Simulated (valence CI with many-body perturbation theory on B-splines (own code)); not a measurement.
## E1 transitions of Br²⁸⁺

Computed by relativistic CI+MBPT: five valence electrons over a frozen Dirac-Fock core [He], a basis of 9 s, 9 p, 8 d, 6 f, 3 g, 1 h functions for each j, with the one-electron correlation potential Σ1 (screened to all orders), the two-electron term Σ2, the three-electron term Σ3, Breit, model QED; selected single and double excitations, second order for the rest (own B-spline code, finite nucleus).

The last digits are not significant, and no measured levels were compared; by estimate large intervals hold to a few tenths of a per cent, small ones and those within an open d or f shell to about a per cent. Among the levels kept, up to 1500 cm⁻¹ of a level comes from second order outside the variational space, and about a tenth of that is noise between levels of different J, which matters for small intervals.

Lines 101 to 150 of 286 in falling wavelength, among levels below 16044 × 10³ cm⁻¹, chosen from the strongest by gf and those to the six lowest levels. Wavelengths and rates use the calculated energies. Electric multipoles are in the length gauge, E1 and E2 with the static RPA response of the core. Weak lines are less certain than strong ones. Lines between different terms over intervals too small for the method are left out, as are lines whose strength nearly cancels. The highest levels of a list are the least certain.

Levels are named by their leading jj configuration (3d3/2^4 stands for four electrons in 3d with j = 3/2), which in mixed levels can hold well under half, so a name can repeat and another be missing. Letters in brackets count levels of one name in rising energy.

```tsv
λ vac (nm)	Upper	Lower	A (s⁻¹)	log gf	Branch %
7.181	(2s 2p1/2 2p3/2^3) J=3/2 [a]	(2s^2 2p1/2 2p3/2^2) J=5/2	3.53e+09	-1.96	3.1
7.027	(2p1/2^2 2p3/2^3) J=3/2	(2s 2p1/2 2p3/2^3) J=3/2 [a]	4.76e+10	-0.85	21.3
6.849	(2s 2p1/2^2 2p3/2 3p1/2) J=1/2	(2s^2 2p1/2^2 3p1/2) J=1/2	5.53e+10	-1.11	0.5
6.846	(2s 2p1/2^2 2p3/2 3s) J=1/2	(2s^2 2p1/2^2 3s) J=1/2	5.72e+10	-1.09	0.8
6.807	(2s 2p1/2^2 2p3/2 3p1/2) J=3/2 [b]	(2s^2 2p1/2^2 3p1/2) J=1/2	4.94e+10	-0.86	0.5
6.747	(2s 2p1/2^2 2p3/2 3s) J=3/2 [b]	(2s^2 2p1/2^2 3s) J=1/2	4.63e+10	-0.90	0.9
6.713	(2p1/2 2p3/2^4) J=1/2	(2s 2p1/2 2p3/2^3) J=3/2 [b]	1.38e+11	-0.73	51.5
6.711	(2s 2p1/2 2p3/2^3) J=3/2 [a]	(2s^2 2p1/2 2p3/2^2) J=3/2	8.65e+10	-0.63	76.6
6.683	(2s 2p1/2 2p3/2^3) J=5/2	(2s^2 2p1/2 2p3/2^2) J=5/2	6.87e+10	-0.56	87.6
6.571	(2s 2p1/2 2p3/2^3) J=1/2	(2s^2 2p1/2 2p3/2^2) J=1/2	6.91e+10	-1.05	34.9
6.497	(2s 2p1/2^2 2p3/2^2) J=3/2	(2s^2 2p1/2^2 2p3/2) J=3/2	7.06e+10	-0.75	96.5
6.435	(2s 2p1/2^2 2p3/2^2) J=1/2	(2s^2 2p1/2^2 2p3/2) J=3/2	6.16e+10	-1.12	90.3
6.275	(2s 2p1/2 2p3/2^3) J=5/2	(2s^2 2p1/2 2p3/2^2) J=3/2	1.10e+09	-2.41	1.4
6.233	(2s 2p1/2 2p3/2^3) J=3/2 [b]	(2s^2 2p1/2 2p3/2^2) J=1/2	2.85e+10	-1.18	11.3
6.046	(2s 2p3/2^4) J=1/2	(2s^2 2p3/2^3) J=3/2	2.03e+11	-0.65	87.0
5.838	(2p1/2^2 2p3/2^3) J=3/2	(2s 2p1/2^2 2p3/2^2) J=3/2	3.70e+10	-1.12	16.6
5.769	(2s 2p1/2 2p3/2^3) J=3/2 [b]	(2s^2 2p1/2 2p3/2^2) J=5/2	1.93e+11	-0.41	76.4
5.721	(2s 2p1/2 2p3/2^3) J=1/2	(2s^2 2p1/2 2p3/2^2) J=3/2	1.15e+11	-0.95	58.0
5.468	(2s 2p1/2 2p3/2^3) J=3/2 [a]	(2s^2 2p1/2^2 2p3/2) J=3/2	2.05e+10	-1.44	18.1
5.463	(2s 2p1/2 2p3/2^3) J=3/2 [b]	(2s^2 2p1/2 2p3/2^2) J=3/2	1.97e+09	-2.45	0.8
5.138	(2p1/2^2 2p3/2^3) J=3/2	(2s 2p1/2^2 2p3/2^2) J=5/2	2.21e+10	-1.46	9.9
5.055	(2s 2p3/2^4) J=1/2	(2s^2 2p1/2 2p3/2^2) J=1/2	2.44e+09	-2.73	1.0
4.792	(2s 2p1/2 2p3/2^3) J=1/2	(2s^2 2p1/2^2 2p3/2) J=3/2	1.36e+10	-2.03	6.9
4.609	(2s 2p1/2 2p3/2^3) J=3/2 [b]	(2s^2 2p1/2^2 2p3/2) J=3/2	1.57e+10	-1.70	6.2
4.537	(2s 2p3/2^4) J=1/2	(2s^2 2p1/2 2p3/2^2) J=3/2	2.80e+10	-1.76	12.0
0.7471	(2s^2 2p1/2^2 3p3/2) J=3/2	(2s 2p1/2^2 2p3/2^2) J=5/2	6.68e+10	-2.65	56.2
0.7325	(2s^2 2p1/2 2p3/2 3p1/2) J=5/2	(2s 2p1/2^2 2p3/2^2) J=5/2	1.92e+10	-3.03	29.7
0.7311	(2s^2 2p1/2^2 3s) J=1/2	(2s^2 2p1/2 2p3/2^2) J=1/2	4.35e+10	-3.16	0.6
0.7308	(2s^2 2p1/2 2p3/2 3s) J=3/2 [a]	(2s^2 2p3/2^3) J=3/2	2.65e+10	-3.07	0.5
0.7305	(2s^2 2p1/2 2p3/2 3p3/2) J=5/2 [a]	(2s 2p1/2^2 2p3/2^2) J=5/2	5.09e+10	-2.61	47.6
0.7283	(2s^2 2p1/2 2p3/2 3p3/2) J=3/2 [a]	(2s 2p1/2^2 2p3/2^2) J=5/2	2.24e+11	-2.15	65.9
0.7267	(2s^2 2p1/2 2p3/2 3p1/2) J=3/2 [b]	(2s 2p1/2^2 2p3/2^2) J=5/2	1.21e+11	-2.42	23.7
0.7250	(2s^2 2p1/2 2p3/2 3s) J=3/2 [b]	(2s^2 2p3/2^3) J=3/2	1.26e+11	-2.40	1.2
0.7241	(2s^2 2p1/2 2p3/2 3p3/2) J=3/2 [b]	(2s 2p1/2^2 2p3/2^2) J=5/2	2.30e+11	-2.14	57.9
0.7220	(2s^2 2p1/2 2p3/2 3p3/2) J=5/2 [b]	(2s 2p1/2^2 2p3/2^2) J=5/2	1.34e+11	-2.20	62.2
0.7193	(2s^2 2p1/2^2 3s) J=1/2	(2s^2 2p1/2 2p3/2^2) J=3/2	1.67e+11	-2.59	2.5
0.7189	(2s 2p1/2^2 2p3/2 3s) J=3/2 [a]	(2s 2p1/2^2 2p3/2^2) J=1/2	1.59e+12	-1.31	18.8
0.7139	(2s^2 2p1/2 2p3/2 3s) J=3/2 [a]	(2s^2 2p1/2 2p3/2^2) J=1/2	2.91e+10	-3.05	0.6
0.7136	(2s 2p1/2^2 2p3/2 3s) J=5/2	(2s 2p1/2^2 2p3/2^2) J=5/2	9.35e+11	-1.37	94.1
0.7126	(2s 2p1/2 2p3/2^2 3s) J=3/2	(2s 2p1/2 2p3/2^3) J=3/2 [a]	6.05e+12	-0.73	78.6
0.7120	(2s^2 2p1/2 2p3/2 3s) J=1/2	(2s^2 2p1/2 2p3/2^2) J=1/2	2.67e+12	-1.39	23.4
0.7120	(2s 2p1/2 2p3/2^2 3s) J=5/2 [b]	(2s 2p1/2 2p3/2^3) J=5/2	6.69e+12	-0.52	74.7
0.7093	(2s^2 2p3/2^2 3p1/2) J=3/2	(2s 2p1/2^2 2p3/2^2) J=5/2	8.27e+11	-1.60	44.9
0.7083	(2s^2 2p1/2 2p3/2 3s) J=3/2 [b]	(2s^2 2p1/2 2p3/2^2) J=1/2	2.75e+12	-1.08	25.1
0.7074	(2s^2 2p1/2 2p3/2 3s) J=3/2 [a]	(2s^2 2p1/2 2p3/2^2) J=5/2	5.77e+11	-1.76	10.9
0.7068	(2s 2p1/2^2 2p3/2 3s) J=1/2	(2s 2p1/2^2 2p3/2^2) J=1/2	3.29e+12	-1.31	46.3
0.7063	(2s 2p1/2^2 2p3/2 3s) J=3/2 [a]	(2s 2p1/2^2 2p3/2^2) J=5/2	5.54e+12	-0.78	65.4
0.7060	(2s 2p1/2^2 2p3/2 3s) J=1/2	(2s 2p1/2^2 2p3/2^2) J=3/2	3.39e+12	-1.30	47.5
0.7060	(2s^2 2p3/2^2 3s) J=5/2	(2s^2 2p3/2^3) J=3/2	1.12e+12	-1.30	14.4
0.7057	(2s^2 2p3/2^2 3p3/2) J=7/2	(2s 2p1/2^2 2p3/2^2) J=5/2	1.17e+10	-3.15	13.4
```

Question: How does gf follow from A for the line at 0.7471 nm?

Answer: gf = 1.4992 × (2J+1)_upper × A / σ², with σ = 13384504 cm⁻¹ and 2J+1 = 4: gf = 0.00224.
